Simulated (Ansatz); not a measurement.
Species: sum formula H$_{5}$SiN$_{2}$O$_{2}$, net charge -1, singlet state. It need not be the lowest isomer of its formula. Whether it binds its extra electron was not tested at this geometry. 
Coordinates optimised at B3LYP-D3(BJ)/def2-TZVP (Ansatz, an electronic-structure program):
SMILES: O[Si](N)(O)[NH-]
```xyz
10

Si    -0.0335     0.1258    -0.0654
O     -0.4807    -0.9981    -1.2583
O      1.6043    -0.0997     0.3104
N     -0.2806     1.7068    -0.4203
N     -0.7264    -0.6914     1.3732
H     -0.5445    -1.8654    -0.8459
H      2.0403     0.6928    -0.0197
H     -1.0506     1.9395    -1.0358
H     -0.2217    -0.4241     2.2108
H     -1.6946    -0.4288     1.5193
```
Charge -1, spin multiplicity 1.

Parts of the frozen-core correlation energy in cc-pV(T+d)Z (Ansatz, hartree). Frozen orbitals: 9; correlated occupied orbitals by spin: 16 and 16; virtual: 204 and 204. Spin-orbit coupling is left out. No relativistic terms.

```tsv
term	value
reference (HF)	-550.73104
MP2 opposite-spin	(withheld)
MP2 same-spin	(withheld)
CCSD correlation	(withheld)
(T)	-0.04145
T1 diagnostic	0.012
largest doubles amplitude	0.021
```

Problem. Complete the blanks.

Solution. 
- MP2 opposite-spin, value: -0.78357
- MP2 same-spin, value: -0.26586
- CCSD correlation, value: -1.06515
